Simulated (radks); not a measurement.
Question: The mean radii <r> (bohr) of the occupied orbitals of an atom or ion are listed with their occupations. Method: Dirac Kohn-Sham, PBEsol, spin-unpolarised, spherical densities, point nucleus; computed with a radial shooting solver on a logarithmic mesh with Libxc functionals.

| orbital | occ. | <r> |
|---|---|---|
| 1s1/2 | 2 | 0.02037 |
| 2s1/2 | 2 | 0.08591 |
| 2p1/2 | 2 | 0.07148 |
| 2p3/2 | 4 | 0.07876 |
| 3s1/2 | 2 | 0.2250 |
| 3p1/2 | 2 | 0.2147 |
| 3p3/2 | 4 | 0.2284 |
| 3d3/2 | 4 | 0.2013 |
| 3d5/2 | 6 | 0.2056 |
| 4s1/2 | 2 | 0.5078 |
| 4p1/2 | 2 | 0.5167 |
| 4p3/2 | 4 | 0.5481 |
| 4d3/2 | 4 | 0.5759 |
| 4d5/2 | 6 | 0.5870 |
| 5s1/2 | 2 | 1.229 |
| 5p1/2 | 2 | 1.368 |
| 5p3/2 | 4 | 1.463 |
| 4f5/2 | 4.71429 | 0.7603 |
| 4f7/2 | 6.28571 | 0.7731 |
| 5f5/2 | 0.428571 | 5.765 |
| 5f7/2 | 0.571429 | 5.778 |

Name the element and its charge. Open shells, if any, are shared by 2j + 1.

Answer: Z = 68, erbium, charge +2: Er2+ in [Xe] 4f11 5f1. The 1s radius gives Z: for a bare nucleus <r> = (2 gamma + 1)/(2Z) with gamma = sqrt(1 - (Z/c)^2), 0.02012 bohr for Z = 68, and screening makes it slightly larger (0.02037 here). The occupations add up to 66, and the charge is Z minus that.
